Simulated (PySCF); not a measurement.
Electron correlation in Zr²⁹⁺ (zirconium, charge +29)

[Ne] 3s1, 2S determinant. Computed with PySCF 2.14 in an even-tempered Gaussian basis (16 s from 3.9 bohr⁻², ratio 2.5; 10 p from 5 bohr⁻², ratio 2.5; 5 d from 19 bohr⁻², ratio 2.7; 4 f from 29 bohr⁻², ratio 2.7), with the non-relativistic Hamiltonian (point nucleus). Frozen: 1s2; 9 electrons correlated; the 17 highest virtual orbitals of each spin left out.

| level | correlation energy (mhartree) |
| --- | --- |
| CCSD | -317.10 |
| (T) | -0.17 |
| CCSD(T) | -317.27 |

Diagnostics: T1 = 0.00014, D1 = 0.0005, largest double amplitude 0.003.

A non-relativistic calculation at this Z misses sizeable relativistic shifts.

Cost of the coupled-cluster step: about 25 core-seconds, for 9 correlated electrons.

Iterations:

```
CC2 = 0
CCSD nocc = (np.int64(5), np.int64(4)), nmo = (81, 81)
frozen orbitals [[0, 82, 83, 84, 85, 86, 87, 88, 89, 90, 91, 92, 93, 94, 95, 96, 97, 98], [0, 82, 83, 84, 85, 86, 87, 88, 89, 90, 91, 92, 93, 94, 95, 96, 97, 98]]
max_cycle = 100
direct = 0
conv_tol = 1e-08
conv_tol_normt = 1e-06
diis_space = 8
diis_start_cycle = 0
Init t2, MP2 energy = -0.315151014910333
Init E_corr(UCCSD) = -0.315151014910333
cycle = 1  E_corr(UCCSD) = -0.317013423273433  dE = -0.00186240836  norm(t1,t2) = 0.000770648
cycle = 2  E_corr(UCCSD) = -0.317099758447367  dE = -8.63351739e-05  norm(t1,t2) = 4.51249e-05
cycle = 3  E_corr(UCCSD) = -0.317102931621084  dE = -3.17317372e-06  norm(t1,t2) = 3.31048e-06
cycle = 4  E_corr(UCCSD) = -0.317102888716654  dE = 4.290443e-08  norm(t1,t2) = 2.88215e-08
cycle = 5  E_corr(UCCSD) = -0.317102887975051  dE = 7.41603723e-10  norm(t1,t2) = 1.00425e-09
UCCSD converged
E(UCCSD) = -2922.069513285748  E_corr = -0.3171028879750505
UCCSD(T) correction = -0.000171861132266589
```

At this charge a non-relativistic calculation is a model, useful for the Z dependence of the correlation energy.
